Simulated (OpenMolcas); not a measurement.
**Pm IV: effect of the basis set**

```yaml
Program: OpenMolcas 26.06
Method: CASSCF
Active_space: 4 electrons in 7 orbitals (4f)
State_averaging: 2S+1 = 5 even, 35 roots (30 in the spin-orbit step); 2S+1 = 3 even, 210 roots (26 in the spin-orbit step); 2S+1 = 1 even, 196 roots (0 in the spin-orbit step)
Spin-orbit_coupling: RASSI with atomic mean-field integrals over the reference wave functions, term energies averaged over their components
```

A. ANO-RCC-MB [6s5p3d1f], DKH4, point nucleus; cost about 60 core-seconds
B. ANO-RCC-VDZP [7s6p4d2f1g], DKH2, point nucleus; cost about 60 core-seconds
C. ANO-R2 [8s6p4d4f1g], X2C, finite nucleus; cost about 100 core-seconds

Energies in eV above 4f4 5I4.

| Level | A | B | C |
| --- | --- | --- | --- |
| 4f4 5I4 | 0.0000 | 0.0000 | 0.0000 |
| 4f4 5I5 | 0.1793 | 0.1966 | 0.1954 |
| 4f4 5I6 | 0.3792 | 0.4159 | 0.4134 |
| 4f4 5I7 | 0.5923 | 0.6496 | 0.6458 |
| 4f4 5I8 | 0.8115 | 0.8899 | 0.8848 |
| 4f4 5F1 | 2.0040 | 2.1473 | 2.1420 |
| 4f4 5F2 | 2.0666 | 2.2159 | 2.2102 |
| 4f4 5F3 | 2.1604 | 2.3188 | 2.3126 |
| 4f4 5S2 | 2.2543 | 2.4218 | 2.4149 |
| 4f4 5F4 | 2.2856 | 2.4561 | 2.4490 |

Among A to C the level of the table that moves most is 4f4 5F4, by 1400 cm-1 (lowest in A, highest in B).

High states are left out of the spin-orbit mixing, which shifts the levels that they would mix with. Without dynamic correlation excited terms often stand tens of per cent too high (terms of higher spin than the ground term too low), and those without a measured partner can miss by more than the paired ones. The basis is small and was not contracted for so high a charge (holds for A; B). Only configurations of the active space appear. Levels that lie high or do not pair safely by name in every column are left out.
